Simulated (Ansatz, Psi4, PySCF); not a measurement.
Species: phosphorus atom, P (charge 0, quartet).

Wanted: electron affinity to the triplet, in eV. Set-up: UHF or UKS for open shells; six Cartesian d functions in 6-31G* and its kin unless marked 5d; valence correlation only; spin-orbit terms left out; each state is the SCF solution reached for its charge and spin; non-relativistic; 6-311+G** with 5d, 6d on Na to Ar in Ansatz (a program for electronic structure). CBS(X,Y): correlation extrapolated as X^-3; Hartree-Fock from the larger set. Sets without +, aug- or the D of def2-TZVPD hold no diffuse functions, which anions need.

Measured values: pymatgen's periodic table; they hold spin-orbit and core effects. 

Value to compare with, the measured value: 0.75 eV.

```
level                                         program  electron affinity to the triplet (eV)  error
--------------------------------------------  -------  -------------------------------------  -----
HF/6-31G*                                      Ansatz                                  -0.89  -1.64
HF/6-311+G**                                   Ansatz                                  -0.42  -1.17
PBE/6-31G*                                     Ansatz                                   0.20  -0.55
PBE/6-311+G**                                  Ansatz                                   0.81   0.06
B3LYP/STO-3G                                   Ansatz                                  -7.56  -8.31
B3LYP/3-21G                                    Ansatz                                   0.01  -0.74
B3LYP/6-31G*                                   Ansatz                                   0.29  -0.46
B3LYP/6-311+G**                                Ansatz                                   0.91   0.16
M06-2X/6-31G* (5d)                              PySCF                                   0.24  -0.51
wB97X-D/6-31G*                                   Psi4                                   0.31  -0.44
MP2/6-31G*                                     Ansatz                                  -0.63  -1.38
MP2/6-311+G**                                  Ansatz                                  -0.04  -0.79
wB97X-V/def2-TZVPD                             Ansatz                                   0.55  -0.20
CCSD(T)/CBS(aug-cc-pV(T+d)Z,aug-cc-pV(Q+d)Z)   Ansatz                                   0.74  -0.01
```

Among the 12 habitual levels, B3LYP/STO-3G lies farthest from the measured value (-8.31 eV) and PBE/6-311+G** nearest (0.06); 2 of 12 lie above it, and their mean absolute error is 1.35 eV, the median 0.65. One case shows no general order.

The levels are drawn from those run, B3LYP/6-31G* more often than the rest, none by its result; runs whose electronic state is in doubt are left out.
